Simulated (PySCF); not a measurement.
Correlation energy of Ca (calcium, neutral)

[Ar] 4s2, closed-shell 1S. All numbers are calculated (PySCF 2.14, scalar relativity by spin-free X2C-1e, in x2c-TZVPPall with one added diffuse shell each of s, p, d type (7s6p4d, 45 functions)). Frozen: [Ne]; 10 electrons correlated.

```tsv
level	correlation energy (mhartree)
CCSD	-222.38
(T)	-4.55
CCSD(T)	-226.93
```

Diagnostics: T1 = 0.017, D1 = 0.0540, largest double amplitude 0.063.

Cost of the coupled-cluster step: about 0.6 core-seconds, for 10 correlated electrons.

Iterations:

```
CC2 = 0
CCSD nocc = 5, nmo = 40
frozen orbitals [0, 1, 2, 3, 4]
max_cycle = 100
direct = 0
conv_tol = 1e-08
conv_tol_normt = 1e-06
diis_space = 8
diis_start_cycle = 0
Init t2, MP2 energy = -679.822425782322  E_corr(MP2) -0.202204239340565
Init E_corr(CCSD) = -0.202204239352098
cycle = 1  E_corr(CCSD) = -0.217313896151013  dE = -0.0151096568  norm(t1,t2) = 0.052468
cycle = 2  E_corr(CCSD) = -0.220687844088272  dE = -0.00337394794  norm(t1,t2) = 0.0200386
cycle = 3  E_corr(CCSD) = -0.222467639047465  dE = -0.00177979496  norm(t1,t2) = 0.00981289
cycle = 4  E_corr(CCSD) = -0.222395575720509  dE = 7.2063327e-05  norm(t1,t2) = 0.00161779
cycle = 5  E_corr(CCSD) = -0.22236601574627  dE = 2.95599742e-05  norm(t1,t2) = 0.000637741
cycle = 6  E_corr(CCSD) = -0.222380588550503  dE = -1.45728042e-05  norm(t1,t2) = 0.000156193
cycle = 7  E_corr(CCSD) = -0.222381014488581  dE = -4.25938078e-07  norm(t1,t2) = 3.19568e-05
cycle = 8  E_corr(CCSD) = -0.222381141673102  dE = -1.2718452e-07  norm(t1,t2) = 6.20464e-06
cycle = 9  E_corr(CCSD) = -0.222381121415787  dE = 2.02573142e-08  norm(t1,t2) = 1.99862e-06
cycle = 10  E_corr(CCSD) = -0.222381074413056  dE = 4.70027319e-08  norm(t1,t2) = 4.05104e-07
cycle = 11  E_corr(CCSD) = -0.222381070434896  dE = 3.9781598e-09  norm(t1,t2) = 7.68694e-08
CCSD converged
E(CCSD) = -679.8426026134168  E_corr = -0.2223810704348958
CCSD(T) correction = -0.00454597990133485
```

This basis was not built for core-valence correlation, so the inner-shell part is incomplete.
